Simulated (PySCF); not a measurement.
C6H6F2O.
Z-matrix (Å and degrees, GFN2-xTB geometry), rows numbered from 1:
```
F 
C   1  1.3373
F   2  1.3670  1  106.05
O   2  1.3439  1  108.58  3  -119.90
C   4  1.4264  2  115.07  1  -170.22
C   5  1.5089  4  116.64  2    76.52
C   6  1.3357  5  108.91  4   126.79
C   7  1.4553  6  109.66  5    -3.22
C   8  1.3350  7  109.49  6     0.22
H   2  1.1076  1  108.53  3   113.83
H   5  1.1040  4  109.05  2   -46.91
H   6  1.0735  5  123.46  4   -55.81
H   7  1.0749  6  126.61  5   177.32
H   8  1.0744  7  123.70  6  -179.28
H   9  1.0718  5  121.96  4    51.22
```

Method used: PySCF, TDDFT PBE0/def2-SVPD, vertical, gas phase, core orbitals frozen in the response.

Frontier orbitals with the atoms that hold most of them (Löwdin shares over 4%, at most four atoms; ? is withheld):

```csv
orbital,ε (eV),atoms
HOMO-3,-10.36,"O4 25%, F3 13%, C9 11%, C8 8%"
HOMO-2,-9.55,"C8 19%, O4 18%, C7 16%, C9 13%"
HOMO-1,-9.02,?
HOMO,-6.97,"C6 26%, C9 26%, C8 17%, C7 17%"
LUMO,-1.50,?
LUMO+1,0.76,"H12 15%, C6 15%, H10 13%, C2 12%"
LUMO+2,1.19,"C8 18%, H14 12%, H10 11%, C7 10%"
```

Question: Which atoms hold the LUMO, and with what shares?

Answer: C6 (bonded to 2 C and H) 20%; C9 (bonded to 2 C and H) 19%; C7 (bonded to 2 C and H) 18%; C8 (bonded to 2 C and H) 17%.

Question: Give the leading atoms of the HOMO-1.

Answer: O4 (bonded to 2 C) 43%; C5 (bonded to 2 C, O and H) 14%; C6 (bonded to 2 C and H) 11%; C7 (bonded to 2 C and H) 7%. By element: oxygen 43%, carbon 31% or more.

Question: How does S1 compare with the orbital gap of 5.46 eV?

Answer: S1 is at 4.62 eV (f = 0.050), 0.84 eV below the gap, made of HOMO→LUMO (98%). Without the coupling terms of the response equations the lowest excitation would equal the gap.

Question: One configuration dominates each of S1, S2 and S3. Which, and how do the shares of the two leading atoms of either orbital change from the occupied to the empty one?

Answer: 
- S1 (4.62 eV, f 0.050), HOMO→LUMO (98%): C6 26% → 20%, C9 26% → 19%
- S2 (6.13 eV, f 0.0094), HOMO-1→LUMO (94%): O4 43% → at most 18%, C5 14% → at most 18%, C6 11% → 20%, C9 at most 8% → 19%
- S3 (6.58 eV, f 0.0040), HOMO→LUMO+1 (92%): C6 26% → 15%, C9 26% → at most 12%, H12 at most 15% → 15%

One conformer stands for the species.
